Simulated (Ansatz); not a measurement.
```yaml
crystal:
  periodic: [true, true, true]
  atoms:
    - {symbol: F, position_ang: [-1.906812, 1.284821, 0.047065]}
    - {symbol: Si, position_ang: [-0.381619, 0.836450, -0.228556]}
    - {symbol: Si, position_ang: [0.677989, 0.386920, 1.813895]}
    - {symbol: Si, position_ang: [-0.364430, -1.037737, -1.636975]}
    - {symbol: H, position_ang: [0.298757, 1.976999, -0.904785]}
    - {symbol: H, position_ang: [0.654675, 1.571764, 2.712182]}
    - {symbol: H, position_ang: [2.092356, 0.021966, 1.526100]}
    - {symbol: H, position_ang: [0.017579, -0.757190, 2.496414]}
    - {symbol: H, position_ang: [-1.035297, -2.186948, -0.973484]}
    - {symbol: H, position_ang: [1.055330, -1.399119, -1.901857]}
    - {symbol: H, position_ang: [-1.043327, -0.754826, -2.929403]}
basis:
  gaussian: {orbitals: def2-TZVPD}
hamiltonian: {xc: {name: HF}}
output: {forces: true}
```

```sh
$ ansatz run in.yaml --threads 4 --pin off --events-out ev --progress --plain --max-ram 10444MiB
```

How does Ansatz answer? (Estimate.)

Ansatz gave: The program refused the input.
```
Error: YAML parse error: error: line 2 column 3: crystal: missing field `lattice` (a structure is typed as `lattice` and `atoms`, a molecule's as `atoms` in Å alone, or read from a run's directory, `checkpoint`)
 --> <input>:2:3
  |
1 | crystal:
2 |   periodic: [true, true, true]
  |   ^ crystal: missing field `lattice` (a structure is typed as `lattice` and `atoms`, a molecule's as `atoms` in Å alone, or read from a run's directory, `checkpoint`)
3 |   atoms:
4 |     - {symbol: F, position_ang: [-1.906812, 1.284821, 0.047065]}
  |
```
